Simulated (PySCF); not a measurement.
## Working out the excitation energy of F⁺

F⁺ [He] 2s2 2p4 (3P) → F⁺ [He] 2s1 2p5 (3P). Computed with PySCF 2.14 in aug-cc-pVDZ-DK (4s3p2d, 23 functions), with the spin-free X2C one-electron Hamiltonian (Gaussian nucleus). Frozen: 1s2. Energies in hartree (1 hartree = 27.21139 eV):

| part | F⁺ (lower) | F⁺ (upper) |
| --- | --- | --- |
| UHF | -98.888754 | -98.082260 |
| MP2 opposite-spin | -0.077899 | -0.108168 |
| MP2 same-spin | -0.025315 | -0.028989 |

Problem. What does Hartree-Fock give?

Solution. (-98.082260) − (-98.888754) = 0.806494 hartree = 21.946 eV.

Problem. What do MP2 and SCS-MP2 (6/5 opposite-spin, 1/3 same-spin) give?

Solution. The opposite-spin parts differ by -0.824 eV and the same-spin parts by -0.100 eV. MP2: 21.946 + (-0.824) + (-0.100) = 21.022 eV. SCS-MP2: 21.946 + 1.2 × (-0.824) + (-0.100)/3 = 20.924 eV.

Measured between the centres of the two terms (NIST): 20.431 eV, so MP2 (valence) is off by 0.591 eV.

A double-zeta basis recovers only part of the correlation energy.

What remains against the reference includes basis incompleteness, the frozen core and correlation beyond second order.
